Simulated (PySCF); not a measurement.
C2H6F2Si.

```xyz
11

C      1.9463    -0.5565    -0.6552
Si     0.3853     0.3490    -0.1965
F      0.5606     0.9550     1.3075
C     -1.0851    -0.8367    -0.1864
F     -2.2710    -0.1557    -0.0096
H      2.8174     0.1124    -0.5818
H      1.8957    -0.9329    -1.6892
H      2.1203    -1.4129     0.0148
H      0.0981     1.4953    -1.1019
H     -1.1274    -1.3968    -1.1400
H     -0.9724    -1.5867     0.6184
```

The structure is a stationary point at PBE0-D3(BJ)/def2-SVP. The structure was generated by enumeration; whether it is a known compound was not checked. Other conformers were not sampled.

Level of theory: PBE0/pcSseg-1 run with PySCF. Non-relativistic, no solvent.

Task: Give the absolute GIAO shielding of each atom: isotropic value and principal components (ppm). (An estimate is asked for; the answer gives what the named calculation found.)

Result: 
| atom | σ(iso) | σ11 | σ22 | σ33 | span |
|---|---|---|---|---|---|
| C1 | 188.8 | 178.0 | 191.9 | 196.4 | 18.4 |
| Si2 | 329.6 | 286.3 | 324.2 | 378.1 | 91.9 |
| F3 | 379.6 | 368.2 | 378.6 | 392.1 | 23.9 |
| C4 | 105.9 | 65.2 | 81.5 | 171.1 | 105.9 |
| F5 | 476.4 | 437.0 | 471.3 | 520.9 | 83.9 |
| H6 | 30.7 | 26.6 | 27.7 | 37.8 | 11.2 |
| H7 | 31.5 | 27.2 | 28.7 | 38.6 | 11.4 |
| H8 | 31.0 | 26.8 | 28.8 | 37.3 | 10.5 |
| H9 | 26.0 | 23.5 | 23.9 | 30.5 | 7.0 |
| H10 | 27.1 | 23.1 | 27.2 | 31.2 | 8.1 |
| H11 | 26.7 | 22.8 | 26.7 | 30.5 | 7.7 |
